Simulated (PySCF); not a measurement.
# Reading the logs of faulty runs: BCGeH4

These are calculations, not measurements. The program is PySCF 2.14.0, an open-source quantum chemistry code, run on an isolated molecule that a program drew, which may never have been made. The molecule is BCGeH4 (charge 0, doublet), drawn as the SMILES string `B=[CH][GeH2]`.

Each row is a Hartree-Fock (HF) and frozen-core CCSD(T) single point in the cc-pVDZ basis, meant for a local HF minimum. Run 1 is clean. Each other run has one planted mistake out of seven kinds, and not every kind appears here: one electron removed, one electron added, multiplicity raised by two, geometry at a saddle point, minimal basis STO-3G, one bond length entered in bohr, all coordinates scaled. The reference is restricted for singlets and unrestricted otherwise, and also for a bond in bohr. Adding or removing an electron swaps singlet and doublet. Electrons count all cores. HOMO and LUMO are orbital energies over both spins, the gradient is its largest component, and the lowest frequency (negative if imaginary) is given only where the gradient is small. Bond lengths are over the 6 bonds as drawn. T1 is the CCSD diagnostic: over 0.02 (restricted) or 0.045 (unrestricted) a single reference is doubtful. Germanium has the cc-pVDZ-PP basis, with a core potential (ECP10MDF) in place of its 10 inner electrons, and its 3s, 3p and 3d shells are frozen in CCSD(T).

Geometry of the clean run:
```xyz
7
BCGeH4, angstrom
B    -2.6810   -0.8449   -0.6483
C    -1.6370   -1.6296   -0.2012
Ge   -0.4515   -0.8223    1.1016
H    -3.5438   -0.1182   -0.9806
H    -1.4068   -2.6383   -0.5203
H    -0.2865   -1.7115    2.3481
H    -0.9820    0.5639    1.5132
```

```
run  electrons  basis functions  <S^2>  HOMO (eV)  LUMO (eV)  gradient (hartree/bohr)  lowest frequency (cm^-1)  mean bond (Å)  longest bond (Å)      T1  HF (hartree)  CCSD(T) (hartree)                     mistake
  1         47               71  0.783      -7.86       1.24                  1.4e-05                       136         1.4428             1.938  0.0205    -358.16666         -358.50871                    no fault
  2         48               71  0.000      -0.35       7.19                  6.6e-02                         -         1.4428             1.938  0.0307    -358.14766         -358.52619          one electron added
  3         47               71  3.770      -6.27      -0.24                  9.6e-02                         -         1.4428             1.938  0.0150    -358.07208         -358.37893  multiplicity raised by two
  4         47               71  0.771      -7.72       1.48                  5.0e-02                         -         1.3620             1.829  0.0177    -358.14415         -358.47938                           ?
  5         46               71  0.000     -15.23      -6.32                  7.6e-02                         -         1.4428             1.938  0.0216    -357.90320         -358.23816                           ?
```

**Which mistake was planted in run 4, and what did it cost?**

The mean and the longest bond both change by the same factor, 0.944, and the gradient is no longer small. So the mistake is: all coordinates scaled. Subtracting run 1 and multiplying by 627.51 kcal/mol a hartree, the energy moved by 14.1 kcal/mol in HF and 18.4 kcal/mol in CCSD(T).

**Which mistake was planted in run 5, and what did it cost?**

It counts 46 electrons, one fewer than the clean run, at the same geometry and basis. So the mistake is: one electron removed. Subtracting run 1 and multiplying by 627.51 kcal/mol a hartree, the energy moved by 165.3 kcal/mol in HF and 169.8 kcal/mol in CCSD(T).

Cautions from the logs. Run 2: T1 is over the limit, so its CCSD(T) energy is less reliable; run 5: T1 is over the limit, so its CCSD(T) energy is less reliable.
